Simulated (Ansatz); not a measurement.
Geometry optimisation, Ansatz, UKS revPBE/def2-SVP.

Input file:

```yaml
crystal:
  periodic: [false, false, false]
  atoms:
    - { symbol: Mg, position_ang: [-1.2072, -1.1678, -0.681] }
    - { symbol: Si, position_ang: [0.8654, 0.7169, 0.2289] }
    - { symbol: Cl, position_ang: [-1.1578, -2.2526, -2.5202] }
    - { symbol: H, position_ang: [-0.7413, -0.0139, 0.8588] }
    - { symbol: F, position_ang: [-1.7362, -0.349, 1.4539] }
    - { symbol: H, position_ang: [1.0867, 1.4549, 1.4811] }
    - { symbol: H, position_ang: [0.8249, 1.7287, -0.8445] }
    - { symbol: H, position_ang: [2.0654, -0.1172, 0.0231] }
magnetization:
  spin_polarized: true
basis:
  gaussian: { orbitals: def2-SVP }
hamiltonian:
  xc: revpbe
relax:
  f_tol: 0.15
  max_steps: 25
  restrain:
    - { distance: [0, 4], at: 3.28, k: 30.0 }
    - { distance: [3, 1], at: 2.72, k: 30.0 }
    - { distance: [0, 1], at: 2.52, k: 30.0 }
    - { distance: [3, 4], at: 0.88, k: 30.0 }
```

Command:

```bash
$ ansatz run input.yaml --threads 2 --pin off --max-ram 3072MiB --backend cpu --events-out ev --progress --plain --runs-dir out
```

Task: Where does it end, and by what steps?

Result: It converged. The restraints hold the end off the free minimum. After 12 steps the energy has fallen by 0.390 eV (the restraints' own energy left out); Mg1 moved furthest, 0.94 Å. Parted: Mg1–H4, Mg1–F5. Joined: H4–F5.

```
step  energy less start (eV)  largest force component (eV/Å)  accepted
   0                  0.0000                           2.182       yes
   1                  0.3322                           2.371       yes
   2                  0.3901                           2.223       yes
   3                  0.2950                           2.299       yes
   4                 -0.0230                           1.587       yes
   5                 -0.2190                           0.958       yes
   6                 -0.2915                           1.283        no
   7                 -0.2671                           0.988       yes
   8                 -0.3169                           0.657       yes
   9                 -0.3684                           0.373       yes
  10                 -0.3748                           0.789       yes
  11                 -0.3939                           0.631       yes
  12                 -0.3896                           0.953       yes
```

```xyz
8
Properties=species:S:1:pos:R:3
Mg -0.484 -1.068 -1.274
Si 1.002 0.618 -0.105
Cl -1.631 -2.539 -2.486
H -1.054 0.202 1.630
F -1.836 -0.288 1.600
H 0.510 0.934 1.307
H 1.062 1.970 -0.778
H 2.431 0.170 0.106
```

Whether the end is a true minimum wasn't checked by a vibrational analysis.

Time of the run: 77 s on 2 threads of Intel(R) Xeon(R) Platinum 8259CL CPU @ 2.50GHz (Skylake/Cascade Lake) (shared host), peak memory 0.19 GiB.
